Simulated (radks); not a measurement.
Values are calculated unless marked as measured or tabulated.
Problem. All-electron atom: Ne5+ in [He] 2s2 2p1 (the NIST ground configuration). Code: a radial shooting solver on a logarithmic mesh with Libxc functionals. Model: Dirac Kohn-Sham, PBEsol, spin-unpolarised, spherical densities, finite nucleus; open shells fill j = l - 1/2 first; Fermi nuclear charge, rms radius 3.0055 fm. Some entries of the table are withheld. Estimate them.

orbital,occ.,eigenvalue (eV),<r^2> (bohr^2)
1s1/2,2,-992.1569,0.03344
2s1/2,2,-160.3895,(1)
2p1/2,1,(2),(3)
2p3/2,0,(4),(5)

Solution. 
(1) 2s1/2 <r^2> (bohr^2): 0.6358
(2) 2p1/2 eigenvalue (eV): -140.2783
(3) 2p1/2 <r^2> (bohr^2): 0.5436
(4) 2p3/2 eigenvalue (eV): -140.0799
(5) 2p3/2 <r^2> (bohr^2): 0.5452
